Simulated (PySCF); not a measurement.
Electron correlation in I²⁺ (iodine, charge +2)

[Kr] 4d10 5s1 5p4, high-spin 4P determinant (an excited configuration). Calculation: PySCF 2.14, in def2-TZVPPD with the def2 core potential (28 electrons) (7s6p4d2f, 59 functions); scalar relativity through the core potential. Frozen: 4s2 4p6 4d10; 5 electrons correlated.

```csv
level,correlation energy (mhartree)
CCSD,-97.40
(T),-5.69
CCSD(T),-103.09
```

Diagnostics: T1 = 0.013, D1 = 0.0285, largest double amplitude 0.205.

Is a single reference adequate?

Not fully. A double-excitation amplitude exceeds 0.15, a sign of near-degeneracy.
